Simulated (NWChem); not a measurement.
System: CaH2SO; SMILES [OH][Ca][SH]

The following NWChem deck was run.

```
start job
memory heap 200 mb stack 900 mb global 1100 mb
geometry units angstroms noautosym nocenter noautoz
  Ca     0.461061    -0.457799     0.338666
  O      0.295075    -2.399679    -0.025915
  H      0.149208    -3.319606    -0.248122
  S     -0.167231     2.075871     0.192122
  H     -1.231551     1.885944    -0.620795
end
basis spherical
  * library pcsseg-2
end
dft
  xc pbe0
  iterations 150
end
property
  shielding
end
task dft property
```

Parts of the log:

```
             Northwest Computational Chemistry Package (NWChem) 7.3.0
             --------------------------------------------------------

                             Geometry "geometry" -> ""
                             -------------------------

 Output coordinates in angstroms (scale by  1.889725989 to convert to a.u.)

  No.       Tag          Charge          X              Y              Z
 ---- ---------------- ---------- -------------- -------------- --------------
    1 Ca                  20.0000     0.46106100    -0.45779900     0.33866600
    2 O                    8.0000     0.29507500    -2.39967900    -0.02591500
    3 H                    1.0000     0.14920800    -3.31960600    -0.24812200
    4 S                   16.0000    -0.16723100     2.07587100     0.19212200
    5 H                    1.0000    -1.23155100     1.88594400    -0.62079500

 Effective nuclear repulsion energy (a.u.)     142.8459627393

                              NWChem Property Module
                              ----------------------

  itol2e modified to match energy
  convergence criterion.

                                 NWChem DFT Module
                                 -----------------

 Summary of "ao basis" -> "ao basis" (spherical)
 ------------------------------------------------------------------------------
       Tag                 Description            Shells   Functions and Types
 ---------------- ------------------------------  ------  ---------------------
 Ca                         pcsseg-2                18       50   6s8p4d
 O                          pcsseg-2                12       36   4s5p2d1f
 H                          pcsseg-2                 6       14   3s2p1d
 S                          pcsseg-2                15       43   5s7p2d1f

  itol2e modified to match energy
  convergence criterion.

            General Information
            -------------------
          SCF calculation type: DFT
          Wavefunction type:  closed shell.
          No. of atoms     :     5
          No. of electrons :    46
           Alpha electrons :    23
            Beta electrons :    23
          Charge           :     0
          Spin multiplicity:     1
          Use of symmetry is: off; symmetry adaption is: off
          Maximum number of iterations: 150
          AO basis - number of functions:   157
                     number of shells:    57
          Convergence on energy requested:  1.00D-07
          Convergence on density requested:  1.00D-05
          Convergence on gradient requested:  5.00D-04

              XC Information
              --------------
                         PBE0 Method XC Functional
                     Hartree-Fock (Exact) Exchange  0.250
          PerdewBurkeErnzerhof Exchange Functional  0.750
            Perdew 1991 LDA Correlation Functional  1.000 local
           PerdewBurkeErnz. Correlation Functional  1.000 non-local

             Grid Information
             ----------------
          Grid used for XC integration:  fine
          Radial quadrature: Mura-Knowles
          Angular quadrature: Lebedev.
          Tag              B.-S. Rad. Rad. Pts. Rad. Cut. Ang. Pts.
          ---              ---------- --------- --------- ---------
          Ca                  1.80      140          11.0       974
          O                   0.60       70          13.0       590
          H                   0.35       60          14.0       590
          S                   1.00      123          14.0       770
          Grid pruning is: on
          Number of quadrature shells:   453
          Spatial weights used:  Erf1

      Superposition of Atomic Density Guess
      -------------------------------------

 Sum of atomic energies:       -1150.01607203

      Non-variational initial energy
      ------------------------------

 Total energy =   -1150.293697
 1-e energy   =   -1863.957615
 2-e energy   =     570.817955
 HOMO         =      -0.337224
 LUMO         =      -0.117400

   convergence    iter        energy       DeltaE   RMS-Dens  Diis-err
 ---------------- ----- ----------------- --------- --------- ---------
 d= 0,ls=0.0,diis     1  -1151.8349090347 -1.29D+03  7.31D-03  2.01D+00
 d= 0,ls=0.0,diis     2  -1151.4238481735  4.11D-01  5.15D-03  5.38D+00
 d= 0,ls=0.0,diis     3  -1151.9603205895 -5.36D-01  1.19D-03  1.93D-01
 d= 0,ls=0.0,diis     4  -1151.9774828937 -1.72D-02  6.37D-04  1.54D-02
 d= 0,ls=0.0,diis     5  -1151.9793139510 -1.83D-03  1.48D-04  1.16D-03
  Resetting Diis
 d= 0,ls=0.0,diis     6  -1151.9794516074 -1.38D-04  2.59D-05  4.92D-05
 d= 0,ls=0.0,diis     7  -1151.9794562300 -4.62D-06  1.50D-05  2.84D-06
 d= 0,ls=0.0,diis     8  -1151.9794560758  1.54D-07  6.32D-06  5.28D-06
 d= 0,ls=0.0,diis     9  -1151.9794566105 -5.35D-07  1.43D-06  2.40D-07
 d= 0,ls=0.0,diis    10  -1151.9794566326 -2.21D-08  6.39D-07  1.10D-08

         Total DFT energy =    -1151.979456632642
      One electron energy =    -1870.046641042014
           Coulomb energy =      646.095495926793
    Exchange-Corr. energy =      -70.874274256761
 Nuclear repulsion energy =      142.845962739340

 Numeric. integr. density =       46.000000671702

                       DFT Final Molecular Orbital Analysis
                       ------------------------------------

 Vector   21  Occ=2.000000D+00  E=-2.947115D-01
              MO Center=  3.0D-01, -2.3D+00, -1.4D-02, r^2= 9.7D-01
   Bfn.  Coefficient  Atom+Function         Bfn.  Coefficient  Atom+Function
  ----- ------------  ---------------      ----- ------------  ---------------
    66      0.317018  2 O  pz                63      0.254093  2 O  pz
    69      0.236826  2 O  pz                64     -0.234926  2 O  px
    61     -0.188294  2 O  px                67     -0.175496  2 O  px
    60      0.121893  2 O  pz                58     -0.090328  2 O  px
    42     -0.060840  1 Ca d -1              41      0.046792  1 Ca d -2

 Vector   22  Occ=2.000000D+00  E=-2.452336D-01
              MO Center= -1.7D-01,  1.9D+00,  1.7D-01, r^2= 2.1D+00
   Bfn.  Coefficient  Atom+Function         Bfn.  Coefficient  Atom+Function
  ----- ------------  ---------------      ----- ------------  ---------------
   122      0.490266  4 S  py               119      0.279047  4 S  py
   125      0.264264  4 S  py                 5     -0.175337  1 Ca s
    23      0.112774  1 Ca py               113     -0.113030  4 S  py
     4      0.093439  1 Ca s                104      0.093562  4 S  s
     3      0.087611  1 Ca s                110     -0.079243  4 S  py

 Vector   23  Occ=2.000000D+00  E=-2.285879D-01
              MO Center= -1.6D-01,  1.9D+00,  1.8D-01, r^2= 1.9D+00
   Bfn.  Coefficient  Atom+Function         Bfn.  Coefficient  Atom+Function
  ----- ------------  ---------------      ----- ------------  ---------------
   123      0.393666  4 S  pz               121     -0.291828  4 S  px
   126      0.240499  4 S  pz               120      0.228950  4 S  pz
   124     -0.178262  4 S  px               118     -0.169725  4 S  px
   114     -0.091771  4 S  pz               112      0.068031  4 S  px
   111     -0.064312  4 S  pz                47      0.061057  1 Ca d -1

 Vector   24  Occ=0.000000D+00  E=-5.966819D-02
              MO Center=  9.1D-01, -4.1D-01,  6.8D-01, r^2= 6.0D+00
   Bfn.  Coefficient  Atom+Function         Bfn.  Coefficient  Atom+Function
  ----- ------------  ---------------      ----- ------------  ---------------
     6      0.846571  1 Ca s                  4     -0.217963  1 Ca s
     5      0.205127  1 Ca s                  3     -0.177806  1 Ca s
    28      0.157000  1 Ca px               105     -0.144600  4 S  s
    50      0.143095  1 Ca d  2              45      0.138998  1 Ca d  2
    30      0.115333  1 Ca pz               122      0.098082  4 S  py

 Vector   25  Occ=0.000000D+00  E= 2.900653D-03
              MO Center=  7.1D-01, -2.7D-01,  5.5D-01, r^2= 3.7D+00
   Bfn.  Coefficient  Atom+Function         Bfn.  Coefficient  Atom+Function
  ----- ------------  ---------------      ----- ------------  ---------------
    28      0.432283  1 Ca px                49     -0.393667  1 Ca d  1
    30      0.331472  1 Ca pz                44     -0.313193  1 Ca d  1
    39     -0.230076  1 Ca d  1             146      0.210935  5 H  s
     6     -0.204245  1 Ca s                145      0.134065  5 H  s
    47      0.119081  1 Ca d -1              34     -0.108531  1 Ca d  1

 Vector   26  Occ=0.000000D+00  E= 4.207598D-03
              MO Center=  8.6D-01, -4.3D-01,  6.3D-01, r^2= 3.0D+00
   Bfn.  Coefficient  Atom+Function         Bfn.  Coefficient  Atom+Function
  ----- ------------  ---------------      ----- ------------  ---------------
    48      0.383175  1 Ca d  0              30      0.376571  1 Ca pz
    43      0.308313  1 Ca d  0              28     -0.283138  1 Ca px
    38      0.226870  1 Ca d  0              50     -0.215002  1 Ca d  2
    45     -0.173698  1 Ca d  2              49     -0.128818  1 Ca d  1
    40     -0.127742  1 Ca d  2              33      0.106963  1 Ca d  0

     Multipole analysis of the density
     ---------------------------------

     L   x y z        total         alpha         beta         nuclear
     -   - - -        -----         -----         ----         -------
     0   0 0 0     -0.000000    -23.000000    -23.000000     46.000000

     1   1 0 0      0.700772     -7.042015     -7.042015     14.784802
     1   0 1 0     -1.391983     -3.933907     -3.933907      6.475830
     1   0 0 1      0.341586     -8.116633     -8.116633     16.574853

     2   2 0 0    -23.264781    -24.014233    -24.014233     24.763685
     2   1 1 0      0.537187     32.869724     32.869724    -65.202261
     2   1 0 1      2.370222     -4.662860     -4.662860     11.695941
     2   0 2 0    -38.620588   -258.185371   -258.185371    477.750155
     2   0 1 1     -1.295565     -6.773395     -6.773395     12.251225
     2   0 0 2    -24.649793    -18.282843    -18.282843     11.915894

          -----------------------------------------
          Chemical Shielding Tensors (GIAO, in ppm)
          -----------------------------------------

                                NWChem CPHF Module
                                ------------------

  scftype          =     RHF
  nclosed          =       23
  nopen            =        0
  variables        =     3082
  # of vectors     =        3
  tolerance        = 0.10D-03
  level shift      = 0.00D+00
  max iterations   =       50
  max subspace     =       30

 SCF residual:    4.1406354478784463E-005

Iterative solution of linear equations
  No. of variables     3082
  No. of equations        3
  Maximum subspace       30
        Iterations       50
       Convergence  1.0D-04

   iter   nsub   residual    time
   ----  ------  --------  ---------
     1      3    3.45D-01     104.0
     2      6    1.59D-02     126.3
     3      9    8.02D-04     148.7
     4     12    6.97D-05     170.6

      Atom:    1  Ca
        Diamagnetic
   1415.1982     -0.6875      0.7160
     -0.6875   1426.3351      1.0192
      0.7160      1.0192   1414.7706

        Paramagnetic
   -560.8101    -69.3872     -3.3399
    -69.3872    -53.9814     12.9560
     -3.3399     12.9560   -569.0366

        Total Shielding Tensor
    854.3881    -70.0748     -2.6240
    -70.0748   1372.3537     13.9752
     -2.6240     13.9752    845.7340

           isotropic =    1024.1586
          anisotropy =     536.8259

          Principal Components and Axis System
                 1           2           3
             1382.0425    845.9894    844.4439

      1        -0.1317     -0.6309      0.7646
      2         0.9909     -0.1044      0.0846
      3         0.0265      0.7688      0.6389

      Atom:    2  O
        Diamagnetic
    385.5635      4.1021      0.9920
      4.1021    416.0430      6.9053
      0.9920      6.9053    386.5051

        Paramagnetic
   -269.0822     11.6318      1.9453
     11.6318    -12.8478     40.6081
      1.9453     40.6081   -263.2168

        Total Shielding Tensor
    116.4813     15.7339      2.9374
     15.7339    403.1952     47.5134
      2.9374     47.5134    123.2882

           isotropic =     214.3216
          anisotropy =     296.3787

          Principal Components and Axis System
                 1           2           3
              411.9074    115.8739    115.1835

      1         0.0541      0.7890     -0.6120
      2         0.9852     -0.1421     -0.0961
      3         0.1627      0.5978      0.7850

      Atom:    3  H
        Diamagnetic
     25.5053      3.2666      0.8269
      3.2666     47.0991      5.1710
      0.8269      5.1710     26.1909

        Paramagnetic
     -1.3597     -0.8583     -0.2990
     -0.8583     -0.1173     -0.5102
     -0.2990     -0.5102     -1.3830

        Total Shielding Tensor
     24.1456      2.4083      0.5279
      2.4083     46.9818      4.6608
      0.5279      4.6608     24.8080

           isotropic =      31.9784
          anisotropy =      24.2941

          Principal Components and Axis System
                 1           2           3
               48.1745     23.9234     23.8374

      1         0.1021      0.7975     -0.5947
      2         0.9751     -0.1985     -0.0988
      3         0.1968      0.5698      0.7979

      Atom:    4  S
        Diamagnetic
   1056.5032     -1.4545      1.8663
     -1.4545   1059.8594     -0.3067
      1.8663     -0.3067   1055.0833

        Paramagnetic
   -338.3475    -63.6366     -3.8469
    -63.6366   -291.3524    -40.5635
     -3.8469    -40.5635   -351.8733

        Total Shielding Tensor
    718.1557    -65.0911     -1.9806
    -65.0911    768.5070    -40.8702
     -1.9806    -40.8702    703.2100

           isotropic =     729.9576
          anisotropy =     138.5970

          Principal Components and Axis System
                 1           2           3
              822.3556    709.8063    657.7108

      1        -0.5060     -0.5924      0.6269
      2         0.8184     -0.1003      0.5658
      3        -0.2723      0.7994      0.5356

      Atom:    5  H
        Diamagnetic
     35.4920     -1.0302     10.8568
     -1.0302     25.1624     -0.1978
     10.8568     -0.1978     28.6948

        Paramagnetic
      0.3562      0.6437     -4.0864
      0.6437      3.2123      0.1287
     -4.0864      0.1287      2.9657

        Total Shielding Tensor
     35.8482     -0.3866      6.7704
     -0.3866     28.3747     -0.0692
      6.7704     -0.0692     31.6605

           isotropic =      31.9611
          anisotropy =      13.3349

          Principal Components and Axis System
                 1           2           3
               40.8511     28.3824     26.6499

      1         0.8047     -0.0372     -0.5925
      2        -0.0282      0.9945     -0.1008
      3         0.5930      0.0978      0.7992
```

Level: PBE0/pcSseg-2, GIAO. Geometry: optimised at PBE0/def2-SVP. The printed shielding anisotropy is the first printed principal value minus the mean of the other two.
